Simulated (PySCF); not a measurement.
## How methods differ on the ionisation energy of I⁴³⁺

I⁴³⁺ [Ne] (1S) → I⁴⁴⁺ [He] 2s2 2p5 (2P), as a difference of total energies. All numbers are calculated (PySCF 2.14, no relativity, point nucleus, in an even-tempered Gaussian basis (15 s from 20 bohr⁻², ratio 2.5; 9 p from 26 bohr⁻², ratio 2.5; 5 d from 110 bohr⁻², ratio 2.7; 4 f from 160 bohr⁻², ratio 2.7)). Correlated levels: nothing frozen; virtual orbitals above 40 to 60 times the deepest correlated orbital energy dropped. The calculations carry no spin-orbit coupling.

```
                 method  ionisation energy (eV)
                    UHF                  7312.9
    MP2 (all electrons)                  7314.4
SCS-MP2 (all electrons)                  7314.2
   CCSD (all electrons)                  7314.4
CCSD(T) (all electrons)                  7314.4
```

A first-order spin-orbit estimate (lowest level to lowest level, LS coupling) adds -83.825 eV.

The gap to the reference is mostly relativistic.

For comparison: 7337 ± 4 eV (theoretical estimate listed by NIST; NIST Atomic Spectra Database, ionization energies).
